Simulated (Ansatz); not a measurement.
Several settings on one geometry of the cluster Cu4Os (the lowest singlet isomer of a short search) (that of the charge 0 singlet, B3LYP-D4/def2-SVP). Ansatz on 4 threads of Arm Neoverse V2 on a shared host; times are rough.

```tsv
atom	x (Å)	y (Å)	z (Å)
Os1	0.204	-1.097	-0.216
Cu2	0.482	1.072	-1.329
Cu3	-1.180	-0.684	1.694
Cu4	-1.654	0.495	-0.413
Cu5	2.148	0.214	0.265
```

Totals from different functionals, basis sets or treatments of relativity can't be compared as stabilities.

In the def2 sets Os takes a core potential; there is no spin–orbit coupling. Correlated methods freeze 20 core orbitals; core or outer-core shells of Os are correlated, in sets that lack core-valence functions.

At B3LYP-D4/def2-SVP a quintet lies 0.61 eV below the restricted singlet of charge 0, at its own geometry.

(1) Give the basis size and estimate the energy, ⟨S²⟩, dipole and time of these runs.

```tsv
run	method	charge	state	further keys
1	RKS B2PLYP/def2-SVPD	0	singlet	scf: {omitted_lower_state_checks: [starts]}
2	RKS PBE0/def2-TZVPD	0	singlet	forces asked
3	RKS revPBE-D4/def2-TZVP	0	singlet	scf: {omitted_lower_state_checks: [starts]}; forces asked
4	RKS LDA (SPW92)/def2-SVP	0	singlet	scf: {omitted_lower_state_checks: [starts]}; forces asked
5	RKS ωB97M-V/def2-SVP	0	singlet	forces asked
```

## Answers

(1) 
```
run  functions  energy (Eh)  ⟨S²⟩  dipole (D)  wall time
  1        171   -6650.3926     –           –       19 s
  2        235   -6651.7711     –        1.05       26 s
  3        220   -6652.5130     –        0.94      7.5 s
  4        156   -6640.6425     –        1.62      2.8 s
  5        156   -6651.3034     –        1.63       62 s
```

At RKS B2PLYP/def2-SVPD the restricted singlet is unstable: a solution with broken spin symmetry lies lower. The restricted singlet is unstable towards broken spin symmetry at other levels; at RKS PBE0/def2-TZVPD, RKS revPBE-D4/def2-TZVP, RKS LDA (SPW92)/def2-SVP, RKS ωB97M-V/def2-SVP this wasn't settled.
